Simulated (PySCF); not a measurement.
**LDA on Te⁺ (tellurium, charge +1)**

Configuration: [Kr] 4d10 5s2 5p2 6s1, high-spin 4P determinant (an excited configuration). Calculation: PySCF 2.14, in x2c-TZVPPall with one added diffuse shell each of s, p, d, f type (9s7p5d3f, 76 functions); the spin-free X2C one-electron Hamiltonian (Gaussian nucleus).

- Total energy: -6786.64 hartree
- One-electron energy: -9293.91 hartree
- Hartree (Coulomb) energy: 2678.07 hartree
- Exchange-correlation energy: -170.80 hartree
- ⟨S²⟩: 3.7506
- ⟨L²⟩: 2.294
- Sum of ⟨r⟩: 36.07 bohr
- Sum of ⟨r²⟩: 65.60 bohr²
- Traceless quadrupole moment −½Σ⟨3z² − r²⟩ along its main axis: -2.03 e·bohr²
- Langevin diamagnetic susceptibility: -52.0 ×10⁻⁶ cm³/mol

```json
{"shell": "1s α", "electrons": "1", "mean orbital energy (hartree)": "-1159.15060", "spread (hartree)": "0", "rms radius, mean of both spins (bohr)": "0.0319"}
{"shell": "1s β", "electrons": "1", "mean orbital energy (hartree)": "-1159.14766", "spread (hartree)": "0", "rms radius, mean of both spins (bohr)": "0.0319"}
{"shell": "2s α", "electrons": "1", "mean orbital energy (hartree)": "-178.26472", "spread (hartree)": "0", "rms radius, mean of both spins (bohr)": "0.130"}
{"shell": "2s β", "electrons": "1", "mean orbital energy (hartree)": "-178.26323", "spread (hartree)": "0", "rms radius, mean of both spins (bohr)": "0.130"}
{"shell": "2p α", "electrons": "3", "mean orbital energy (hartree)": "-160.32193", "spread (hartree)": "0.00299", "rms radius, mean of both spins (bohr)": "0.115"}
{"shell": "2p β", "electrons": "3", "mean orbital energy (hartree)": "-160.31972", "spread (hartree)": "0.00429", "rms radius, mean of both spins (bohr)": "0.115"}
{"shell": "3s α", "electrons": "1", "mean orbital energy (hartree)": "-35.87378", "spread (hartree)": "0", "rms radius, mean of both spins (bohr)": "0.345"}
{"shell": "3s β", "electrons": "1", "mean orbital energy (hartree)": "-35.87117", "spread (hartree)": "0", "rms radius, mean of both spins (bohr)": "0.345"}
{"shell": "3p α", "electrons": "3", "mean orbital energy (hartree)": "-30.02458", "spread (hartree)": "0.00803", "rms radius, mean of both spins (bohr)": "0.345"}
{"shell": "3p β", "electrons": "3", "mean orbital energy (hartree)": "-30.02176", "spread (hartree)": "0.00998", "rms radius, mean of both spins (bohr)": "0.345"}
{"shell": "3d α", "electrons": "5", "mean orbital energy (hartree)": "-21.08617", "spread (hartree)": "0.00719", "rms radius, mean of both spins (bohr)": "0.323"}
{"shell": "3d β", "electrons": "5", "mean orbital energy (hartree)": "-21.08357", "spread (hartree)": "0.00898", "rms radius, mean of both spins (bohr)": "0.323"}
{"shell": "4s α", "electrons": "1", "mean orbital energy (hartree)": "-6.51167", "spread (hartree)": "0", "rms radius, mean of both spins (bohr)": "0.813"}
{"shell": "4s β", "electrons": "1", "mean orbital energy (hartree)": "-6.50583", "spread (hartree)": "0", "rms radius, mean of both spins (bohr)": "0.813"}
{"shell": "4p α", "electrons": "3", "mean orbital energy (hartree)": "-4.69058", "spread (hartree)": "0.01796", "rms radius, mean of both spins (bohr)": "0.877"}
{"shell": "4p β", "electrons": "3", "mean orbital energy (hartree)": "-4.68393", "spread (hartree)": "0.02234", "rms radius, mean of both spins (bohr)": "0.877"}
{"shell": "4d α", "electrons": "5", "mean orbital energy (hartree)": "-2.02369", "spread (hartree)": "0.01835", "rms radius, mean of both spins (bohr)": "1.05"}
{"shell": "4d β", "electrons": "5", "mean orbital energy (hartree)": "-2.01226", "spread (hartree)": "0.02489", "rms radius, mean of both spins (bohr)": "1.05"}
{"shell": "5s α", "electrons": "1", "mean orbital energy (hartree)": "-1.01662", "spread (hartree)": "0", "rms radius, mean of both spins (bohr)": "2.11"}
{"shell": "5s β", "electrons": "1", "mean orbital energy (hartree)": "-0.96349", "spread (hartree)": "0", "rms radius, mean of both spins (bohr)": "2.11"}
{"shell": "5p α", "electrons": "2", "mean orbital energy (hartree)": "-0.63673", "spread (hartree)": "0", "rms radius, mean of both spins (bohr)": "2.55"}
{"shell": "6s α", "electrons": "1", "mean orbital energy (hartree)": "-0.25423", "spread (hartree)": "0", "rms radius, mean of both spins (bohr)": "4.97"}
```

The outer electron is Rydberg-like, and this basis confines it to a smaller radius and binds it less than a complete one would.

Densities and radii are taken from the X2C orbitals without a picture-change correction, which distorts them close to the nucleus.
